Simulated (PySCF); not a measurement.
Ligands exchanged one at a time, In F-Cl. Gas-phase values, no solvent. Strings in code marks are SMILES.

The S1 excitation (TDA) from two functionals at the same geometries (PBE0-D4/def2-TZVP), both in PySCF: PBE-D3(BJ)/def2-TZVP and B3LYP-D3(BJ)/def2-TZVP. B3LYP has the VWN-RPA correlation part, as in Gaussian. Excitations are Tamm–Dancoff values on a coarser integration grid. The basis has no diffuse functions, so Rydberg states are missing or too high.

```csv
species,PBE-D3(BJ)/def2-TZVP (eV)
0 of 3 F replaced by Cl (`[F][In]([F])[F]`),5.10
1 of 3 F replaced by Cl (`[F][In]([F])[Cl]`),4.53
2 of 3 F replaced by Cl (`[Cl][In]([Cl])[F]`),4.48
3 of 3 F replaced by Cl,4.41
```

Problem. What does B3LYP-D3(BJ)/def2-TZVP give for each?

Solution. 
- 0 of 3 F replaced by Cl (`[F][In]([F])[F]`): 5.85
- 1 of 3 F replaced by Cl (`[F][In]([F])[Cl]`): 4.97
- 2 of 3 F replaced by Cl (`[Cl][In]([Cl])[F]`): 4.94
- 3 of 3 F replaced by Cl: 4.89
Over these rows, drawn at random from the members with no instability flagged (it was tested for open shells, ions and some series alone), PBE minus B3LYP-D3(BJ): mean -0.53 eV, from -0.75 eV to -0.43 eV.
